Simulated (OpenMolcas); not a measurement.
**Ni3+, Pd3+, Pt3+: d7 down the group**

```
Program             : OpenMolcas
Method              : RASSCF
Basis               : ANO-RCC-VTZP
Scalar Hamiltonian  : DKH2, point nucleus
Spin-orbit coupling : state interaction with AMFI integrals over the reference wave functions, term energies averaged over their components
```

Active space for each ion: 13 electrons in 8 orbitals (RAS1 p, at most 2 holes; RAS2 d).

Computed levels in cm-1 above 4F 9/2:

```
                               Level   Ni3+   Pd3+   Pt3+
                              4F 7/2   1150   2763   9550
                              4F 5/2   1987   4481  11491
                              4P 5/2  20296  15389  19098
                              4P 1/2  21190  17185  22856
                              2G 9/2  22141  17337  20626
                              2G 7/2  23212  19961  27894
                              2P 1/2  27611  23704  36018
                           2D 5/2(1)  28530  22915  31227
                             2H 11/2  30937  23965  27934
weight of 4F in the lowest level (%)    100     98     86
```

Mixed levels, with the weight of the term that names them: Pt3+ 4F 5/2 (66 %), Pt3+ 4P 1/2 (67 %), Pt3+ 2G 9/2 (63 %), Pt3+ 2P 1/2 (67 %), Pt3+ 2D 5/2(1) (72 %).

Measured, with the error of the calculation in %. Measured levels: Ni3+ from Corliss and Sugar, J. Phys. Chem. Ref. Data 10, 197 (1981).

```tsv
Level	Ni3+
4F 7/2	1190 (-3.3)
4F 5/2	2042 (-2.7)
4P 5/2	18119 (+12.0)
4P 1/2	18958 (+11.8)
2G 9/2	19830 (+11.7)
2G 7/2	20948 (+10.8)
2P 1/2	24651 (+12.0)
2D 5/2(1)	27096 (+5.3)
2H 11/2	26649 (+16.1)
```

The fine-structure level 4F 5/2 changes by a factor of 5.78 from Ni3+ to Pt3+.

Without spin-orbit coupling 4P lies 19551, 13686, 12688 cm-1 above 4F in that order; the difference to the level 4P 5/2, of either sign, comes from spin-orbit coupling, which also lowers the zero.

Without dynamic correlation excited terms often stand tens of per cent too high (terms of higher spin than the ground term too low), and those without a measured partner can miss by more than the paired ones. Active for correlation alone: 3p; no level in the range computed is led by a configuration that opens it, so any true level of that kind is missing (holds for Ni3+). Active for correlation alone: 4p; no level in the range computed is led by a configuration that opens it, so any true level of that kind is missing (holds for Pd3+). Active for correlation alone: 5p; no level in the range computed is led by a configuration that opens it, so any true level of that kind is missing (holds for Pt3+). Computed and measured levels are paired by configuration, term and J; levels that our copy of the source lacks, or whose pairing is in doubt (as where it misses far off the trend of its configuration), stay unpaired and out of the deviations. Only configurations of the active space appear.

A number in round brackets counts repeated terms of one configuration in the order of the reference energies.
